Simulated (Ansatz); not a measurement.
Cl2H5NO2Si2 (`O[Si@H](Cl)N[Si@@H](O)Cl`), relaxed with RKS PBE0-D4/def2-TZVP in the Gaussian-basis code of Ansatz from a GFN2-xTB geometry. The force threshold is 0.005 eV/Å; the program also tests the step.

The species carries charge 0 and has multiplicity 1.

Start:

```xyz
12

O    -1.989    1.548   -0.817
Si   -0.808    0.450   -0.965
Cl   -1.581   -1.422   -1.041
N     0.064    0.596    0.503
Si    1.284   -0.459    1.147
O     1.255   -1.864    0.360
Cl    3.110    0.283    0.830
H    -2.723    1.590   -1.422
H    -0.035    0.642   -2.181
H    -0.028    1.491    0.953
H     1.022   -0.605    2.570
H     0.430   -2.249    0.063
```

Question: How much energy does the relaxation release, and in how many steps? (Best estimate.)

Answer: The calculation gave: 0.13 eV, in 15 steps, 1 of them rejected.

Question: Which bonds change most? (An estimate is asked.)

Answer: Ansatz gave: Si2–Cl3 from 2.027 to 2.075 Å; Si5–Cl7 from 1.996 to 2.044 Å; N4–Si5 from 1.736 to 1.714 Å; Si5–H11 from 1.454 to 1.476 Å.

Question: Give the relaxed structure. (An estimate is asked.)

Answer: The calculation gave: 
```xyz
12

O    -1.876    1.684   -0.921
Si   -0.828    0.436   -0.922
Cl   -1.882   -1.347   -1.053
N     0.005    0.544    0.559
Si    1.314   -0.421    1.102
O     1.324   -1.811    0.250
Cl    3.134    0.438    0.743
H    -2.595    1.680   -1.554
H     0.071    0.411   -2.089
H    -0.362    1.233    1.202
H     1.214   -0.595    2.564
H     0.480   -2.252    0.117
```
